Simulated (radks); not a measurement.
Species: Sb V. Configuration: [Kr] 4d10 5s1. All-electron calculation, scalar-relativistic Kohn-Sham, PBEsol, spin-unpolarised, spherical densities, point nucleus. Program: a radial shooting solver on a logarithmic mesh with Libxc functionals.

Unscreened Slater integrals over Kohn-Sham orbitals (cm^-1).

integral,value
"F0(5s,5s)",101480
"F0(5s,4d)",122530
"G2(5s,4d)",17285
"F0(5s,4p)",125640
"G1(5s,4p)",9524.1
"F0(5s,4s)",126770
"G0(5s,4s)",6504.3
"F0(4d,4d)",195970
"F2(4d,4d)",98991
"F4(4d,4d)",65451
"F0(4d,4p)",211750
"F2(4d,4p)",107020
"G1(4d,4p)",136030
"G3(4d,4p)",83958
"F0(4d,4s)",217930
"G2(4d,4s)",102840
"F0(4p,4p)",232020
"F2(4p,4p)",121730
"F0(4p,4s)",240220
"G1(4p,4s)",163330
"F0(4s,4s)",249480
